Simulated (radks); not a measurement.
Problem. The mean radii <r> (bohr) of the occupied orbitals of an atom or ion are listed with their occupations. Calculated with a radial shooting solver on a logarithmic mesh with Libxc functionals: non-relativistic Kohn-Sham, PBE, spin-polarised, spherical densities, point nucleus.

orbital  occ.      <r>
1s up       1  0.08603
1s down     1  0.08581
2s up       1   0.3840
2s down     1   0.3885
2p up       3   0.3367

Name the element and its charge. Open shells, if any, are filled with parallel spins first.

Solution. Z = 18, argon, charge +11: Ar11+ in [He] 2s2 2p3. The 1s radius gives Z: for a bare nucleus <r> = 1.5/Z, 0.08333 bohr for Z = 18, and screening makes it slightly larger (0.08603 here). The occupations add up to 7, and the charge is Z minus that.
